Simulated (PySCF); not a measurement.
**SMILES C1=CC1=C1C=C(C#C)C=C1, C$_{10}$H$_{6}$**

Molfile (atoms numbered from 1):
```
C10H6
     RDKit          3D

 16 17  0  0  0  0  0  0  0  0999 V2000
    3.2433    1.0769    1.0863 C   0  0  0  0  0  0  0  0  0  0  0  0
    2.3343    0.4119    0.6292 C   0  0  0  0  0  0  0  0  0  0  0  0
    1.2907   -0.3821    0.0856 C   0  0  0  0  0  0  0  0  0  0  0  0
   -0.0620   -0.1392    0.1770 C   0  0  0  0  0  0  0  0  0  0  0  0
   -0.7440   -1.2059   -0.5197 C   0  0  0  0  0  0  0  0  0  0  0  0
   -2.0875   -1.3377   -0.6599 C   0  0  0  0  0  0  0  0  0  0  0  0
   -3.4218   -0.9016   -0.4392 C   0  0  0  0  0  0  0  0  0  0  0  0
   -3.2405   -2.0212   -1.1310 C   0  0  0  0  0  0  0  0  0  0  0  0
    0.2711   -2.1078   -1.0393 C   0  0  0  0  0  0  0  0  0  0  0  0
    1.4876   -1.6132   -0.6756 C   0  0  0  0  0  0  0  0  0  0  0  0
    4.0413    1.6689    1.4925 H   0  0  0  0  0  0  0  0  0  0  0  0
   -0.5353    0.7015    0.6818 H   0  0  0  0  0  0  0  0  0  0  0  0
   -4.1114   -0.1754   -0.0143 H   0  0  0  0  0  0  0  0  0  0  0  0
   -3.6763   -2.8584   -1.6719 H   0  0  0  0  0  0  0  0  0  0  0  0
    0.0728   -3.0120   -1.6139 H   0  0  0  0  0  0  0  0  0  0  0  0
    2.4638   -2.0420   -0.9002 H   0  0  0  0  0  0  0  0  0  0  0  0
  1  2  3  0
  2  3  1  0
  3  4  2  0
  4  5  1  0
  5  6  2  3
  6  7  1  0
  7  8  2  0
  5  9  1  0
  9 10  2  0
 10  3  1  0
  8  6  1  0
  1 11  1  0
  4 12  1  0
  7 13  1  0
  8 14  1  0
  9 15  1  0
 10 16  1  0
M  END
```

Computed, not measured: quadratic response CAM-B3LYP/aug-cc-pVDZ first hyperpolarisability, Taylor convention, gas phase in PySCF. Geometry: PBE0-D3(BJ)/def2-SVP.

Problem. Give β for the processes computed.

Solution. In au, Taylor convention; the vector part is βᵢ = ⅓ Σⱼ (βᵢⱼⱼ + βⱼᵢⱼ + βⱼⱼᵢ); β∥ is 3/5 of the vector part along the dipole, the dipole points from − to +:
| process | λ (nm) | β vector norm | β∥ | β HRS | depolarisation ratio |
| --- | --- | --- | --- | --- | --- |
| static β(0;0,0) | ∞ | 233.9 | -17.6 | 162.7 | 2.15 |
| second harmonic β(−2ω;ω,ω) | 1907 | 266.3 | -36.3 | 183.6 | 2.18 |
| Pockels β(−ω;ω,0) | 1907 | 243.6 | -23.1 | – | – |
| second harmonic β(−2ω;ω,ω) | 1064 | 393.0 | -113.3 | 255.0 | 2.33 |
| Pockels β(−ω;ω,0) | 1064 | 268.9 | -37.9 | – | – |

Problem. Which lowest excitations, dipole and polarisabilities go with it?

Solution. S1 3.87 eV (f = 0.069); S2 3.96 eV (f = 0.004); S3 4.36 eV (f = 0.090); dipole 6.19 D; isotropic α 133.7 au static, 134.7 au at 1907 nm, 137.1 au at 1064 nm, 138.0 au at 953.5 nm, 150.3 au at 532 nm.
